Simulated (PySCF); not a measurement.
J couplings in `[BH2][SnH2][CH]=C`, C2H7BSn

Cartesian coordinates in Å; atom numbers follow the order of the lines, from 1:
```xyz
11

B     2.353   -0.326    0.508
Sn    0.631    0.727   -0.493
C    -1.200    0.116    0.451
C    -2.136   -0.604   -0.173
H     2.807   -1.348    0.051
H     2.826    0.093    1.538
H     0.464    0.321   -2.154
H     0.750    2.436   -0.354
H    -1.364    0.412    1.494
H    -3.065   -0.903    0.328
H    -2.030   -0.928   -1.215
```

Method: indirect couplings at PBE0/pcJ-1 (dyall-v2z on Sn), isolated molecule, finite nuclei, PBE0-D3(BJ)/def2-SVP geometry; PySCF 2.14 with density-fitted X2C routines.

Non-relativistic values:
| coupling | atoms | J (Hz) |
| --- | --- | --- |
| 1J(119Sn,11B) | Sn2 – B1 | -522.3 |
| 1J(119Sn,13C) | Sn2 – C3 | -353.6 |
| 1J(119Sn,1H) | Sn2 – H7/H8 | -1304.6 |
| 2J(119Sn,13C) | Sn2 – C4 | 5.0 |
| 2J(119Sn,1H) | Sn2 – H5/H6 | -58.2 |
| 2J(119Sn,1H) | Sn2 – H9 | -78.5 |
| 3J(119Sn,1H) | Sn2 – H10 | -137.4 |
| 3J(119Sn,1H) | Sn2 – H11 | -78.0 |

What do two-component X2C with spin–orbit coupling give?

## Answers


```csv
coupling,atoms,with spin–orbit (Hz)
"1J(119Sn,11B)",Sn2 – B1,-629.7
"1J(119Sn,13C)",Sn2 – C3,-380.0
"1J(119Sn,1H)",Sn2 – H7/H8,-1660.6
"2J(119Sn,13C)",Sn2 – C4,6.8
"2J(119Sn,1H)",Sn2 – H5/H6,-90.0
"2J(119Sn,1H)",Sn2 – H9,-121.2
"3J(119Sn,1H)",Sn2 – H10,-187.0
"3J(119Sn,1H)",Sn2 – H11,-105.9
```

The largest listed coupling, 1J(119Sn,1H), ends at 1.27 times its non-relativistic value. Equivalent partners are averaged, as under fast rotation.
